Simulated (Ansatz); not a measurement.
`BO[SiH3]` + `O[CH2][GeH3]` → `BO[CH2][GeH3]` + `O[SiH3]`  (ligand exchange at a B–O bond)

Isolated molecules relaxed with PBE0-D4/def2-TZVP in Ansatz; ΔE leaves out vibrations. CBS: MP2 limit from def2 TZ/QZ plus the TZ coupled-cluster correction, frozen cores. Functionals use def2-TZVPP. B3LYP here is the variant with VWN-RPA as its local correlation; programs differ in this. For Ge outer-core shells are correlated without core-valence functions, which leaves a few kJ/mol of doubt a bond. Scalar relativity is left out up to krypton. One conformer a species, not always the lowest.

| level | ΔE (kJ/mol) | difference from CCSD(T)/CBS |
| --- | --- | --- |
| r2SCAN-D4 | -14.1 | -2.0 |
| ωB97X-V | -11.1 | 1.0 |
| ωB97M-V | -11.8 | 0.3 |
| B2PLYP | -12.3 | -0.2 |
| PBE | -15.3 | -3.2 |
| r2SCAN | -13.8 | -1.7 |
| PBE0 | -12.0 | 0.1 |
| B3LYP | -11.6 | 0.5 |
| CCSD/def2-TZVPP | -10.9 | 1.2 |
| MP2/CBS(def2) | -12.7 | -0.6 |
| CCSD(T)/CBS | -12.1 | 0 |

Largest T1 diagnostic among the species: 0.013.

From PBE to PBE0 (25 % exact exchange), in def2-TZVPP and without D4, ΔE moves by +3.3 kJ/mol. In def2-TZVPP, CCSD(T) changes the Hartree–Fock value by −10.2 kJ/mol (the triples alone add −1.9 kJ/mol) and MP2 by −10.8 kJ/mol.
